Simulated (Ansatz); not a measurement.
`C[N](C)[Hf]([NH2])([NH2])[F]` and `[NH2][Hf]([NH2])([F])[F]` differ in one atom or group.

Ansatz, PBE0-D4/def2-TZVP geometries, multiplicity 1. Each molecule was computed in one conformer, which needn't be the lowest.

Elements past krypton have def2 core potentials.

| property | `C[N](C)[Hf]([NH2])([NH2])[F]` |
| --- | --- |
| LUMO energy (ωB97M-V/def2-TZVPP) / eV | 1.15 |
| HOMO–LUMO gap (PBE0/def2-TZVPP) / eV | 6.33 |
| HOMO energy (ωB97M-V/def2-TZVPP) / eV | -8.59 |
| HOMO energy (PBE0/def2-TZVPP) / eV | -6.30 |
| HOMO energy (PBE/def2-TZVPP) / eV | -5.04 |
| HOMO energy (B3LYP/def2-TZVPP) / eV | -6.11 |

(1) What does the change do to each property? (An estimate is asked.)

Results:

(1) Computed: 
```csv
property,`[NH2][Hf]([NH2])([F])[F]`,shift
LUMO energy (ωB97M-V/def2-TZVPP) / eV,0.88,-0.27
HOMO–LUMO gap (PBE0/def2-TZVPP) / eV,7.27,0.94
HOMO energy (ωB97M-V/def2-TZVPP) / eV,-9.93,-1.34
HOMO energy (PBE0/def2-TZVPP) / eV,-7.54,-1.24
HOMO energy (PBE/def2-TZVPP) / eV,-6.09,-1.05
HOMO energy (B3LYP/def2-TZVPP) / eV,-7.30,-1.19
```

With PBE0 the HOMO falls by 1.24 eV and the LUMO falls by 0.30 eV, so the gap widens by about 0.94 eV. PBE moves the HOMO by -1.05 eV and ωB97M-V by -1.34 eV.

B3LYP here is the variant with VWN-RPA as its local correlation; programs differ in this.
